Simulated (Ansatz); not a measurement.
A nudged elastic band was laid between two geometries of BrFHSi (4 atoms, charge 0, multiplicity 2).

Theory: Ansatz 0.2.0, UKS PBE0-D4/def2-SVPD.

- movable images: 5
- climbing image: yes
- spring: 5.0 eV/Å²
- optimiser: quadratic models (default)
- start path: IDPP
- force threshold: 0.05 eV/Å
- iteration limit: 60
- end points: relaxed

Initial state:

```xyz
4
Properties=species:S:1:pos:R:3
F -1.090 -0.287 1.099
Si -0.286 -0.258 -0.327
Br 1.863 -0.647 0.075
H -0.431 1.131 -0.867
```

Final state:

```xyz
4
Properties=species:S:1:pos:R:3
F -1.140 -0.356 1.027
Si 0.153 0.350 0.312
Br 1.429 -1.247 -0.556
H -0.386 1.193 -0.803
```

Problem. Which bonds break or form, and what moves?

Solution. No bond is made or broken. The height of Si2 over the plane of its neighbours goes from 0.62 to -0.62 Å. The two ends are copies of one structure, up to a mirror image or an exchange of like atoms. The height can change sign by an inversion or by a turn that exchanges like atoms.

Problem. What energy profile does the band end with?

Solution. It converged. The highest image is number 3 of 0 to 6, 1.00 eV above the ends, which have the same energy within 2 meV. A vibrational analysis at the climbing image gives one clearly imaginary mode, 1129i cm⁻¹: a first-order saddle point.

| image | path coordinate (Å) | energy (eV) | height of Si2 over the plane of its neighbours (Å) |
| --- | --- | --- | --- |
| 0 | 0.00 | 0.00 | 0.62 |
| 1 | 0.20 | 0.14 | 0.45 |
| 2 | 0.39 | 0.59 | 0.23 |
| 3 | 0.59 | 1.00 | 0.00 |
| 4 | 0.79 | 0.59 | -0.23 |
| 5 | 0.98 | 0.14 | -0.45 |
| 6 | 1.18 | 0.00 | -0.62 |

Problem. What is the geometry of the highest image?

Solution. 
```xyz
4
Properties=species:S:1:pos:R:3:forces:R:3
F -1.119 -0.366 1.121 -0.01 0.00 0.01
Si -0.092 0.114 -0.054 0.02 -0.01 -0.01
Br 1.737 -1.065 -0.203 0.00 0.00 0.00
H -0.470 1.257 -0.884 0.00 0.01 0.00
```

Problem. What are the harmonic wavenumbers there?

Solution. 1129i, 195, 460, 712, 880, 2380 cm⁻¹.

The band took 4 iterations and of the order of 110 core-seconds.

Time of the run: 59 s on 2 threads of Intel(R) Xeon(R) Platinum 8488C (Sapphire Rapids) (shared host), peak memory 0.3 GiB.
